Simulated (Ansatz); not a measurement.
Consider the ligand exchange at a K–Cl bond: `[Cl][K]` + H–F → `[F][K]` + HCl.

Calculated with Ansatz (gas phase, PBE0-D4/def2-TZVP geometries, no zero-point term in ΔE). CCSD(T)/CBS adds triple-zeta CCSD(T) − MP2 to the extrapolated MP2 energy (def2 sets, frozen cores). This one scheme is used for every species. Functionals use def2-TZVPP. B3LYP here is the variant with VWN-RPA as its local correlation; programs differ in this. For K outer-core shells are correlated without core-valence functions, which leaves a few kJ/mol of doubt a bond. Scalar relativity is left out up to krypton.

| level | ΔE (kJ/mol) |
| --- | --- |
| revPBE-D4 | 65.4 |
| B3LYP-D4 | 71.4 |
| r2SCANh | 79.8 |
| MP2/def2-QZVPP | 80.5 |

Question: What does CCSD(T)/CBS give? (An estimate is asked.)

Answer: The calculation gave: +79.5 kJ/mol. The listed levels differ from it by -14.1, -8.1, 0.3, 1.0 kJ/mol.

Largest T1 diagnostic among the species: 0.012.

From BLYP to BHLYP (50 % exact exchange), in def2-TZVPP and without D4, ΔE moves by +24.3 kJ/mol. In def2-TZVPP, CCSD(T) changes the Hartree–Fock value by −20.4 kJ/mol (the triples alone add −2.1 kJ/mol) and MP2 by −19.8 kJ/mol. Leaving LDA and LC-ωPBE aside and taking each functional with its dispersion term where it has one, the values, not all of them listed here, spread over 27.2 kJ/mol, from BLYP-D4 to PBE-QIDH.
